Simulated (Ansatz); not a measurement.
Consider the formal hydrolysis of a C–Si bond: `[SiH3]C1CC1` + H₂O → `OC1CC1` + SiH₄.

Computed with Ansatz on PBE0-D4/def2-TZVP structures; ΔE is electronic, products minus reactants. CBS: MP2 limit from def2 TZ/QZ plus the TZ coupled-cluster correction, frozen cores. This one scheme is used for every species. Functionals use def2-TZVPP. B3LYP here is the variant with VWN-RPA as its local correlation; programs differ in this. HSE06 is defined as in plane-wave codes. Each species was taken in one conformer, which may not be the lowest.

| level | ΔE (kJ/mol) | difference from CCSD(T)/CBS |
| --- | --- | --- |
| LDA (SPW92) | 68.1 | -17.9 |
| PBE-D4 | 74.9 | -11.1 |
| revPBE-D4 | 77.2 | -8.8 |
| BLYP-D4 | 72.0 | -14.0 |
| r2SCAN-D4 | 75.6 | -10.4 |
| B97M-V | 73.9 | -12.1 |
| PBE0-D4 | 77.4 | -8.6 |
| B3LYP-D4 | 73.6 | -12.4 |
| r2SCANh-D4 | 76.6 | -9.4 |
| r2SCAN0-D4 | 77.9 | -8.1 |
| HSE06-D4 | 77.4 | -8.6 |
| BHLYP-D4 | 74.4 | -11.6 |
| CAM-B3LYP-D4 | 69.6 | -16.4 |
| ωB97X-V | 71.3 | -14.7 |
| ωB97M-V | 76.0 | -10.0 |
| B2PLYP | 74.2 | -11.8 |
| PBE-QIDH | 81.0 | -5.0 |
| PBE | 70.4 | -15.6 |
| BLYP | 63.3 | -22.7 |
| r2SCAN | 74.3 | -11.7 |
| PBE0 | 73.4 | -12.6 |
| B3LYP | 66.4 | -19.6 |
| r2SCANh | 75.2 | -10.8 |
| r2SCAN0 | 76.4 | -9.6 |
| BHLYP | 67.7 | -18.3 |
| CAM-B3LYP | 65.3 | -20.7 |
| LC-ωPBE | 73.4 | -12.6 |
| HF/def2-SVP | 48.2 | -37.8 |
| MP2/def2-SVP | 65.1 | -20.9 |
| CCSD/def2-SVP | 55.3 | -30.7 |
| CCSD(T)/def2-SVP | 55.6 | -30.4 |
| HF/def2-TZVPP | 62.6 | -23.4 |
| CCSD/def2-TZVPP | 77.5 | -8.5 |
| CCSD(T)/def2-TZVPP | 79.2 | -6.8 |
| HF/def2-QZVPP | 63.5 | -22.5 |
| MP2/def2-QZVPP | 93.6 | 7.6 |
| SCS-MP2/def2-QZVPP | 85.6 | -0.4 |
| HF/CBS(def2) | 63.6 | -22.4 |
| MP2/CBS(def2) | 96.2 | 10.2 |
| CCSD/CBS(def2) | 84.3 | -1.7 |
| CCSD(T)/CBS | 86.0 | 0 |

Largest T1 diagnostic among the species: 0.011.

Leaving LDA and LC-ωPBE aside and taking each functional with its dispersion term where it has one, the values spread over 11.4 kJ/mol, from CAM-B3LYP-D4 to PBE-QIDH. In def2-TZVPP, CCSD(T) changes the Hartree–Fock value by +16.6 kJ/mol (the triples alone add +1.7 kJ/mol) and MP2 by +26.8 kJ/mol.
